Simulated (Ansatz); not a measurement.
C₂H₈GaN (`C[CH2][GaH][NH2]`). Total charge 0; spin multiplicity 1. Correlated methods include outer-core shells of Ga, which these sets cover unevenly. Scalar relativity is left out up to krypton.

Cartesian coordinates in Å:
```
C -0.942 0.712 1.035
C -1.113 -0.423 0.032
Ga 0.511 -0.859 -0.997
N 1.995 0.136 -0.651
H -0.643 1.642 0.543
H -0.174 0.482 1.778
H -1.867 0.920 1.581
H -1.444 -1.338 0.537
H -1.909 -0.190 -0.684
H 0.675 -1.970 -2.089
H 2.880 0.009 -1.110
H 2.030 0.880 0.024
```

Problem. Give the diagnostics of a CCSD(T)/def2-TZVPP run (frozen core, the Gaussian-basis code of Ansatz). (An estimate is asked.)

Solution. Computed: T1 = 0.0124, largest single amplitude 0.037, largest double 0.031, (T) share of the correlation energy 3.8 %, 9 CCSD cycles. The RHF solution is stable towards an unrestricted one. T1 lies under the customary mark of 0.02 for closed shells.
